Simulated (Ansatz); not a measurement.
Isolated molecules relaxed with PBE0-D4/def2-TZVP in Ansatz; ΔE leaves out vibrations. CBS: MP2 limit from def2 TZ/QZ plus the TZ coupled-cluster correction, frozen cores. This one scheme is used for every species. DFT in def2-TZVPP. B3LYP here is the variant with VWN-RPA as its local correlation; programs differ in this. HSE06 is defined as in plane-wave codes. Triplets are unrestricted, without spin–orbit coupling. Each species was taken in one conformer, which may not be the lowest.

Reaction (formal loss of a carbene): `CBC[SiH2]O` → `[CH2]` (triplet) + `BC[SiH2]O`

```tsv
level	ΔE (kcal/mol)	difference from CCSD(T)/CBS
r2SCAN-D4	112.3	-4.3
B97M-V	118.5	1.9
PBE0-D4	116.7	0.1
HSE06-D4	116.8	0.2
ωB97M-V	117.6	1.0
B2PLYP	114.2	-2.4
PBE-QIDH	116.0	-0.6
revPBE	110.9	-5.7
BLYP	111.7	-4.9
B3LYP	112.7	-3.9
r2SCAN0	110.7	-5.9
HSE06	115.6	-1.0
HF/def2-SVP	82.3	-34.3
CCSD(T)/def2-SVP	111.8	-4.8
HF/def2-QZVPP	80.4	-36.2
SCS-MP2/def2-QZVPP	118.3	1.7
CCSD(T)/CBS	116.6	0
```

Problem. What do rigid-rotor, harmonic-oscillator terms from PBE0-D4/def2-TZVP frequencies (298.15 K, 1 bar) make of the CCSD(T)/CBS value? (An estimate is asked.)

Solution. Computed: ΔZPE = -6.9 kcal/mol, ΔH = +111.0 kcal/mol, ΔS = 146 J/(mol·K), ΔG = +100.6 kcal/mol. Open shells count their whole term as degenerate. Modes under 50 cm⁻¹ make the entropy rough.

Largest T1 diagnostic among the species: 0.011.

At CCSD(T), def2-SVP lies −4.8 kcal/mol from the extrapolated value and def2-TZVPP −2.9 kcal/mol. In def2-TZVPP, CCSD(T) changes the Hartree–Fock value by +33.3 kcal/mol (the triples alone add +2.6 kcal/mol) and MP2 by +36.6 kcal/mol.
